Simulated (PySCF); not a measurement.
## `CCC(C)(C)P1(=O)CC1`: 4 charge schemes on one density

Compound: C7H15OP.
Atom-mapped SMILES: `[CH3:1][CH2:2][C:3]([CH3:4])([CH3:5])[P:6]1(=[O:7])[CH2:8][CH2:9]1` (hydrogens: H10, H11, H12 on C1; H13, H14 on C2; H15, H16, H17 on C4; H18, H19, H20 on C5; H21, H22 on C8; H23, H24 on C9)

Geometry (GFN2-xTB, Å), atoms numbered from 1 in this order:
```
atom  x, y, z in Å
C1    -2.032   -1.244    0.102
C2    -1.681    0.055   -0.608
C3    -0.342    0.643   -0.159
C4     0.052    1.810   -1.063
C5    -0.342    1.068    1.299
P6     0.929   -0.669   -0.509
O7     0.886   -1.297   -1.837
C8     1.632   -1.530    0.921
C9     2.519   -0.395    0.315
H10   -2.214   -1.089    1.163
H11   -2.926   -1.683   -0.335
H12   -1.211   -1.955   -0.017
H13   -2.470    0.796   -0.454
H14   -1.611   -0.147   -1.680
H15    0.167    1.462   -2.089
H16   -0.712    2.587   -1.044
H17    0.998    2.243   -0.742
H18   -0.600    0.240    1.954
H19   -1.071    1.863    1.447
H20    0.635    1.447    1.591
H21    1.981   -2.540    0.751
H22    1.284   -1.365    1.929
H23    2.718    0.445    0.965
H24    3.398   -0.728   -0.222
```

Density: PBE0/pcSseg-1 (PySCF); schemes: Mulliken, IAO, Hirshfeld and ESP-fitted. Isolated species at its GFN2-xTB geometry (one conformer only).

Question: Atoms with like bonding are taken together and averaged. For which atoms does the sign change between the 4 schemes (beyond +0.03 e in one, beyond −0.03 e in another)?

Answer: C3.

Question: At which atom do the 4 schemes differ most?

Answer: At C3: from -0.787 (Mulliken) to +0.296 e (ESP-fitted), 1.083 e apart.

Question: Do the Mulliken, IAO, Hirshfeld and ESP-fitted schemes agree on where the charge is lowest?

Answer: The schemes don't all agree: Mulliken C3 (-0.787); IAO O7 (-0.902); Hirshfeld O7 (-0.388); ESP-fitted O7 (-0.572).

Question: What partial charge does each atom carry?

Answer: In e; atoms taken as equivalent share a row and are averaged (×n: the atom named and its like, n in all):

```
       atom                     environment  Mulliken     IAO  Hirshfeld  ESP-fitted
         C1                   methyl carbon    -0.269  -0.417     -0.118      -0.223
         C2                chain CH2 carbon    -0.156  -0.254     -0.067      -0.023
         C3  sp3 carbon bound to phosphorus    -0.787  -0.157     -0.002      +0.296
      C4/C5                   methyl carbon    -0.140  -0.418     -0.117      -0.561
         P6           phosphoryl phosphorus    +0.902  +1.429     +0.410      +0.652
         O7               phosphoryl oxygen    -0.591  -0.902     -0.388      -0.572
      C8/C9  sp3 carbon bound to phosphorus    -0.418  -0.539     -0.130      -0.349
H10/H11/H12                 methyl hydrogen    +0.124  +0.140     +0.040      +0.052
    H13/H14              methylene hydrogen    +0.130  +0.141     +0.041      +0.038
   H15 (×6)                 methyl hydrogen    +0.124  +0.144     +0.043      +0.151
    H21/H24              methylene hydrogen    +0.168  +0.170     +0.054      +0.159
    H22/H23              methylene hydrogen    +0.151  +0.156     +0.046      +0.117
```

Mean size of the charges over all atoms: IAO 0.304 e, Mulliken 0.243 e, ESP-fitted 0.220 e, Hirshfeld 0.089 e. Each set sums to the total charge, 0, to within 0.001 e. The ESP scheme fits charges at the nuclei, held to the total charge, to the electrostatic potential on points at 1.4 to 2.0 times the van der Waals radii.

Some averages cover members that differ in this geometry: C8/C9, ESP-fitted -0.477 to -0.220; C4/C5, ESP-fitted -0.597 to -0.526; H10/H11/H12, ESP-fitted +0.020 to +0.091; H22/H23, ESP-fitted +0.082 to +0.151 e.

Question: How closely do the schemes follow one another over all atoms?

Answer: Correlation coefficient and root-mean-square difference: IAO with Hirshfeld 0.98, 0.298 e; Mulliken with IAO 0.89, 0.203 e; Hirshfeld with ESP-fitted 0.88, 0.186 e; IAO with ESP-fitted 0.87, 0.225 e; Mulliken with Hirshfeld 0.84, 0.226 e; Mulliken with ESP-fitted 0.63, 0.266 e.

Question: How many electrons does the IAO scheme count on C4?

Answer: Its own charge is -0.420 e, so Z − q = 6.420.
